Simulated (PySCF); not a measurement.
Work out the structure from these simulated measurements.

Formula: C2H7NSi2.

| Item | Value |
| --- | --- |
| Rotational structure | rotational constants A, B, C: 4.251, 1.834, 1.395 GHz [PBE0-D3(BJ)/def2-SVP] |
| XPS | Si2p3/2 106.8, Si2p3/2 107.0, C1s 291.9, C1s 292.3, N1s 404.9, Si1s 1846.5, Si1s 1846.7 eV [ΔSCF SCAN, pcX-2 on the ionised atom, pcseg-1 elsewhere, spin-free X2C, 2p3/2 from a spin–orbit splitting computed afterwards within the 2p shell] |
| Triplet | lowest triplet excitation (Tamm–Dancoff): 6.20 eV [TDA CAM-B3LYP/def2-SVPD] |
| 13C NMR | chemical shifts (computed TMS as zero) by class: 122.1 (1 C), -2.8 (1 C) ppm [GIAO PBE0/pcSseg-1] |
| 1H NMR | chemical shifts (computed TMS as zero) by class: 4.11 (2 H), 3.69 (3 H), 1.65 (2 H) ppm [GIAO PBE0/pcSseg-1] |
| Polarisability | 84.9 au [CAM-B3LYP/def2-SVPD] |

The electronic properties come from PySCF, for the isolated species, density fitting. Levels stand in brackets. The structure is a single PBE0-D3(BJ)/def2-SVP conformer in the gas phase; no vibrational or solvent corrections. NMR classes are plain means over equivalent atoms (diastereotopic ones count apart unless rotation or inversion swaps them), as if these changed places fast.

Question: What is the compound? Reason from the data.

Answer: Numbering: `[N:1]#[C:2][CH2:3][SiH2:4][SiH3:5]`. Its formula, C2H7NSi2, gives 2 degrees of unsaturation: 0 rings and 2 π bonds in the structure found. 2 carbons fall into 2 classes; from least to most shielded: nitrile carbon [C2] (122.1 ppm), sp3 carbon bound to silicon [C3] (-2.8 ppm). Hydrogen classes from least to most shielded: 2 H on an SiH2 silicon, Si4 (4.11 ppm), 3 H on an SiH3 silicon, Si5 (3.69 ppm), 2 H on an sp3 carbon bound to silicon, C3 (1.65 ppm). The core levels belong to: Si2p3/2 106.8 eV, SiH3 silicon [Si5]; Si2p3/2 107.0 eV, SiH2 silicon [Si4]; C1s 291.9 eV, sp3 carbon bound to silicon [C3]; C1s 292.3 eV, nitrile carbon [C2]; N1s 404.9 eV, nitrile nitrogen [N1]; Si1s 1846.5 eV, SiH3 silicon [Si5]; Si1s 1846.7 eV, SiH2 silicon [Si4]. The hole state at 292.3 eV has ⟨S²⟩ = 0.82 against 0.75, so that value is less sure. The optimised geometry has point group C1 and is an asymmetric top. Structure: `N#CC[SiH2][SiH3]`. The assignments are read from this structure; whether some other isomer fits the data as well wasn't checked.

Shape of the structure used: `[N:1]#[C:2][CH2:3][SiH2:4][SiH3:5]`: C2–C3–Si4–Si5 -55°.
